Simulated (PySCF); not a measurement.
Si(CCH)2(F)(H) (C4H3FSi), SMILES F[SiH](C#C)C#C. Geometry: PBE-D3(BJ)/def2-SVP. This is a generated structure with no PubChem entry under its InChIKey; it may be hypothetical.

All values below come from PBE-D3(BJ)/def2-SVP (PySCF).

Harmonic wavenumbers (cm⁻¹): 90, 142, 153, 224, 324, 364, 409, 596, 671, 700, 701, 715, 716, 796, 804, 891, 2092, 2093, 2221, 3389, 3389. Rotational constants (GHz): 3.896, 2.091, 1.477; symmetry number 1.

Task: Work out the zero-point energy and the ideal-gas rigid-rotor harmonic-oscillator thermochemistry at 298.15 K and 1 atm.

Result: ZPE = ½ Σ hcν = ½ × 21481 cm⁻¹ = 30.71 kcal/mol. H − E(el) = 35.93 kcal/mol. Entropy in cal/(mol K): translation 39.66, rotation 27.68, vibration 16.87, total 84.21. G − E(el) = 10.82 kcal/mol. Cp = 27.16 cal/(mol K). Modes under 150 cm⁻¹ make the vibrational entropy uncertain.
